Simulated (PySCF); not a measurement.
A side-by-side comparison of computed properties.

First species: C₄H₉FO₂S.
SMILES with atom numbers: `[CH3:1][C:2]([CH3:3])([F:4])[S:5]([CH3:6])(=[O:7])=[O:8]` (hydrogens: H9, H10, H11 on C1; H12, H13, H14 on C3; H15, H16, H17 on C6)

Second species: (GeH3)3P, Ge₃H₉P.
Cartesian coordinates in Å at the PBE0-D3(BJ)/def2-SVP level; atoms count from 1:
```xyz
13
Ge3H9P angstrom
Ge     2.0204   -0.7665    0.2774
P      0.2085    0.1776   -0.8284
Ge    -0.1439    1.9364    0.6496
Ge    -1.4194   -1.2425    0.0280
H      1.7508   -0.9662    1.7831
H      2.3215   -2.1287   -0.3721
H      3.2297    0.1687    0.0954
H     -0.1801    1.4692    2.1195
H      0.9984    2.9517    0.4648
H     -1.4859    2.5997    0.2922
H     -2.7983   -0.6624   -0.3356
H     -1.3171   -1.3967    1.5598
H     -1.2507   -2.6212   -0.6356
```

Levels: B3LYP/def2-SVPD for dipole moment, HOMO energy, LUMO energy, HOMO–LUMO gap, static isotropic polarisability and electronic spatial extent ⟨r²⟩ about the centre of nuclear charge; TDDFT B3LYP/def2-SVPD for lowest singlet excitation. Geometries: PBE0-D3(BJ)/def2-SVP. All species are isolated and taken at one optimised geometry, non-relativistic unless stated. Electronic properties by PySCF.

The conformers computed, where there is a choice (atom-mapped SMILES and torsion angles):
- `[CH3:1][C:2]([CH3:3])([F:4])[S:5]([CH3:6])(=[O:7])=[O:8]`: C1–C2–S5–C6 73°

Values for the first species:

| Property | Result |
| --- | --- |
| Dipole moment | 3.67 D |
| HOMO energy | -8.09 eV |
| LUMO energy | 0.01 eV |
| HOMO–LUMO gap | 8.10 eV |
| Lowest singlet excitation | 7.25 eV |
| Static isotropic polarisability | 77.9 au |
| Electronic spatial extent ⟨r²⟩ about the centre of nuclear charge | 1015 bohr² |

Q: Estimate the same properties for the second species, and the change in each.

A: 
```
                                                         property       first      second  second less first
                                                    dipole moment      3.67 D      0.50 D            -3.17 D
                                                      HOMO energy    -8.09 eV    -7.01 eV           +1.08 eV
                                                      LUMO energy     0.01 eV    -0.49 eV           -0.50 eV
                                                    HOMO–LUMO gap     8.10 eV     6.52 eV           -1.58 eV
                                        lowest singlet excitation     7.25 eV     5.65 eV           -1.60 eV
                                  static isotropic polarisability     77.9 au    129.6 au           +51.7 au
electronic spatial extent ⟨r²⟩ about the centre of nuclear charge  1015 bohr²  1880 bohr²         +865 bohr²
```

On the first: The principal polarisabilities are 71.3, 76.9 and 85.6 au; their mean is the isotropic value.

On the second: The polarisability is 19.20 Å³ as a volume (1 au = 0.148185 Å³), or 1.08 au for each of the 120 electrons. A dipole of 0.50 D is allowed in C3v, and pure rotational transitions are dipole-allowed. The calculation is non-relativistic and has no spin–orbit coupling, an omission that weighs most on germanium.
